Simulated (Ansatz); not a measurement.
The cluster Mn2O4⁻, relaxed as a doublet with UKS r2SCAN-D4/def2-SVPD in Ansatz, starting from the GFN1-xTB geometry. Force threshold 0.02 eV/Å.

The charge -1 doublet is spin-contaminated (final ⟨S²⟩ up to 4.41, 0.75 for a pure state). The structure comes from a short search, and lower isomers may exist.

Start:

```xyz
6

Mn   -0.272    1.097   -0.347
Mn    0.408   -1.323    0.201
O     1.078   -2.510   -0.486
O    -0.058    1.824   -1.670
O    -0.844    1.050    1.280
O    -0.311   -0.138    1.021
```

| step | energy (eV) | largest force component (eV/Å) | SCF passes |
| --- | --- | --- | --- |
| 1 | -70809.0221 | 7.797 | 228 |
| 2 | -70810.9765 | 3.513 | 38 |
| 3 | -70811.7354 | 1.348 | 38 |
| 4 | -70811.9028 | 1.675 | 45 |
| 5 | -70812.0253 | 1.020 | 43 |
| 6 | -70812.0966 | 1.036 | 39 |
| 7 | -70812.1663 | 0.396 | 37 |
| 8 | -70812.2033 | 0.201 | 38 |
| 9 | -70812.2039 | 0.418 | 37 |
| 10 | -70812.2170 | 0.285 | 37 |
| 11 | -70812.2246 | 0.140 | 37 |
| 12 | -70812.2255 | 0.117 | 34 |
| 13 | -70812.2261 | 0.057 | 31 |
| 14 | -70812.2267 | 0.034 | 31 |
| 15 | -70812.2269 | 0.009 | 31 |

Force components are those of the run's own axes.

End:

```xyz
6

Mn   -0.0587    1.1895   -0.3277
Mn    0.5257   -1.2937    0.2291
O     0.7769   -2.7615   -0.5116
O    -0.1027    2.1103   -1.6883
O    -1.2518    0.4778    0.8911
O     0.1105    0.2777    1.4073
```

By distances, no bond broke or formed. The bond that changes most is Mn2–O6, from 1.61 to 2.01 Å (atoms count from 1). The end is the same structure that another start reached.

No frequencies were taken in this run, so the end may be a saddle point.

It took 1.9 min on 4 threads of Arm Neoverse V2 on a shared host, peak host memory 0.56 GiB.
